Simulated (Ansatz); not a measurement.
Computed with Ansatz on PBE0-D4/def2-TZVP structures; ΔE is electronic, products minus reactants. CCSD(T)/CBS is the MP2 limit (def2-TZVPP, def2-QZVPP) plus CCSD(T) − MP2 in def2-TZVPP, frozen cores. Functionals use def2-TZVPP. B3LYP here is the variant with VWN-RPA as its local correlation; programs differ in this. For Ge outer-core shells are correlated without core-valence functions, which leaves a few kJ/mol of doubt a bond. Scalar relativity is left out up to krypton. Each species was taken in one conformer, which may not be the lowest.

Consider the substitution at a C–O bond: `CO[SiH](Cl)OC` + `[SH][Ge][SH]` → `C[S][Ge][SH]` + `CO[SiH](O)Cl`.

| level | ΔE (kcal/mol) | difference from CCSD(T)/CBS |
| --- | --- | --- |
| PBE-D4 | -11.9 | 0.1 |
| r2SCAN-D4 | -11.5 | 0.5 |
| PBE0-D4 | -11.7 | 0.3 |
| B3LYP-D4 | -10.2 | 1.8 |
| ωB97X-V | -10.1 | 1.9 |
| ωB97M-V | -10.8 | 1.2 |
| B2PLYP | -10.9 | 1.1 |
| PBE | -11.9 | 0.1 |
| r2SCAN | -11.5 | 0.5 |
| PBE0 | -11.6 | 0.4 |
| B3LYP | -10.0 | 2.0 |
| HF/def2-TZVPP | -7.7 | 4.3 |
| MP2/def2-TZVPP | -12.8 | -0.8 |
| SCS-MP2/def2-TZVPP | -11.2 | 0.8 |
| CCSD/def2-TZVPP | -10.3 | 1.7 |
| CCSD(T)/def2-TZVPP | -10.9 | 1.1 |
| HF/def2-QZVPP | -7.5 | 4.5 |
| MP2/def2-QZVPP | -13.4 | -1.4 |
| SCS-MP2/def2-QZVPP | -11.8 | 0.2 |
| HF/CBS(def2) | -7.5 | 4.5 |
| MP2/CBS(def2) | -13.9 | -1.9 |
| CCSD/CBS(def2) | -11.3 | 0.7 |
| CCSD(T)/CBS | -12.0 | 0 |

Largest T1 diagnostic among the species: 0.014.

In def2-TZVPP, CCSD(T) changes the Hartree–Fock value by −3.3 kcal/mol (the triples alone add −0.7 kcal/mol) and MP2 by −5.1 kcal/mol.
